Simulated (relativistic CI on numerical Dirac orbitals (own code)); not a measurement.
Mo4+: calculation against measurement

Computed by Dirac-Coulomb-Breit CI, separate exchange-only KLI orbitals for each configuration, a model potential for QED, valence Slater integrals scaled by 0.85, P86 correlation energy added to each configuration (own radial code, finite nucleus).

CI space (outside the closed core [Ar] 3d10): 4s²4p⁶4d², 4s²4p⁶4d5s, 4s²4p⁶4d4f, 4s²4p⁶4d5p, 4s²4p⁵4d³, 4s²4p⁶5s², 4s²4p⁶4f², 4s²4p⁶4d5d, 4s²4p⁶4d6s, 4s²4p⁶5s5p, 4s²4p⁶4d6p, 4s²4p⁶4d5f, 4s²4p⁶4d6d, 4s²4p⁶4d7s, 4s²4p⁶4d5g, 4s²4p⁶5p², 4s²4p⁶4d7p, 4s²4p⁶4d6f, 4s²4p⁵4d²4f, 4s²4p⁶5s5d, 4s4p⁶4d³, 4s²4p⁶4f5s, 4s²4p⁶5p5d, 4s²4p⁶4f5p, 4s²4p⁵4d²5s, 4s²4p⁵4d²5p. Double excitations out of closed p, d and f shells are left out; levels of such configurations are missing from the list, as are those of other unlisted configurations, and high levels can miss mixing partners. These lack a partner that the ground configuration has and come out too high: 4s²4p⁵4d²4f, 4s²4p⁵4d²5s, 4s²4p⁵4d²5p.

```
Configuration  Term (tabulated)  J  Measured (cm⁻¹)  Computed  Error  Purity (%)
    4s²4p⁶4d²                3F  2              0.0         0      0          98
    4s²4p⁶4d²                3F  3           1577.9      1475   -103          99
    4s²4p⁶4d²                3F  4           3357.3      3159   -198          99
    4s²4p⁶4d²                1D  2          10190.3     10397    206          74
    4s²4p⁶4d²                3P  0          11161.5     11184     22          99
    4s²4p⁶4d²                3P  1          11806.9     11779    -28          99
    4s²4p⁶4d²                3P  2          13408.2     13343    -66          76
    4s²4p⁶4d²                1G  4          16353.9     16120   -234          99
    4s²4p⁶4d²                1S  0          37738.3     39309   1571          98
   4s²4p⁶4d5s                3D  1          92381.0     98258   5877          99
   4s²4p⁶4d5s                3D  2          93111.9     98961   5849          95
   4s²4p⁶4d5s                3D  3          94835.8    100596   5760          99
   4s²4p⁶4d5s                1D  2          99381.1    105080   5699          95
   4s²4p⁶4d5p               1D°  2         146976.9    154141   7164          60
   4s²4p⁶4d5p               3D°  1         148949.2    155674   6724          94
   4s²4p⁶4d5p               3D°  2         150346.4    157117   6771          71
   4s²4p⁶4d5p               3F°  2         151214.0    158132   6918          57
   4s²4p⁶4d5p               3P°  1         156617.1    163543   6926          86
   4s²4p⁶4d5p               3P°  0         157059.7    163978   6919          99
   4s²4p⁶4d5p               3P°  2         157852.2    164691   6839          94
   4s²4p⁶4d5p               1F°  3         159857.3    166493   6636          95
   4s²4p⁶4d5p               1P°  1         162257.7    169006   6748          85
   4s²4p⁶4d5d                1F  3         232561.5    237935   5373          81
   4s²4p⁶4d5d                3D  1         233190.7    238539   5348          82
   4s²4p⁶4d5d                3D  2         234253.2    239549   5296          97
   4s²4p⁶4d5d                3G  3         234491.3    239883   5392          83
   4s²4p⁶4d5d                3G  4         235496.4    240870   5373          97
   4s²4p⁶4d5d                3D  3         235635.8    240875   5239          79
   4s²4p⁶4d5d                1P  1         236002.8    241312   5310          75
   4s²4p⁶4d5d                3G  5         237205.0    242503   5298         100
   4s²4p⁶4d4f               1G°  4         237483.3    249838  12355          87
   4s²4p⁶4d5d                3F  2         237760.0    243169   5409          93
   4s²4p⁶4d5d                3F  3         239069.3    244417   5348          96
   4s²4p⁶4d5d                3S  1         239189.6    244473   5284          89
   4s²4p⁶4d4f               3F°  2         239393.5    251780  12387          86
   4s²4p⁶4d4f               3H°  4         239950.4    252434  12483          85
   4s²4p⁶4d4f               3F°  3         240004.7    252279  12275          92
   4s²4p⁶4d5d                3F  4         240110.1    245431   5321          96
   4s²4p⁶4d4f               3H°  5         240726.6    253175  12448          97
   4s²4p⁶4d4f               1D°  2         241752.0    254530  12778          84
   4s²4p⁶4d5d                1D  2         241965.9    247272   5306          72
   4s²4p⁶4d5d                3P  0         242162.7    247537   5375          96
   4s²4p⁶4d5d                3P  1         242972.3    248295   5323          95
   4s²4p⁶4d4f               3G°  3         243408.6    255524  12115          85
   4s²4p⁶4d5d                3P  2         243955.1    249232   5277          77
   4s²4p⁶4d5d                1G  4         244170.6    249441   5271          96
   4s²4p⁶4d4f               3G°  4         244627.7    256727  12100          86
   4s²4p⁶4d4f               3G°  5         245601.3    257723  12121          89
   4s²4p⁶5s5p             3P° †  0         246619.0    256089   9470          89
   4s²4p⁶5s5p             3P° †  1         246800.0    257098  10298          80
   4s²4p⁶4d4f             3D° †  2         247091.5    260110  13018          64
   4s²4p⁶4d4f             3D° †  3         247688.3    259803  12115          85
   4s²4p⁶4d4f               1F°  3         250992.0    263010  12018          85
   4s²4p⁶4d4f               3P°  0         252464.3    263790  11325          85
```

Measured levels from Sugar and Musgrove, J. Phys. Chem. Ref. Data 17, 155 (1988); pairs were made by configuration, J and term (by order where the table uses no LS term), so strongly mixed levels may be paired wrongly.

Mean error by configuration (cm⁻¹): 4s²4p⁶4d² 146; 4s²4p⁶4d5s 5796; 4s²4p⁶4d5p 6849; 4s²4p⁶4d5d 5326; 4s²4p⁶4d4f 12219. Over the excited levels the mean absolute error is 6372 cm⁻¹ (53 of the 55 excited levels that our extract of the source holds in range could be paired, and the others can miss by more), and the median relative error of those above 1,000 cm⁻¹ is 4.2 %. † marks terms whose computed intervals miss the measured ones by more than a factor of 2.5, or configurations far off the rest, from wrong mixing, a near crossing or a doubtful label or measurement; they are left out of the means.
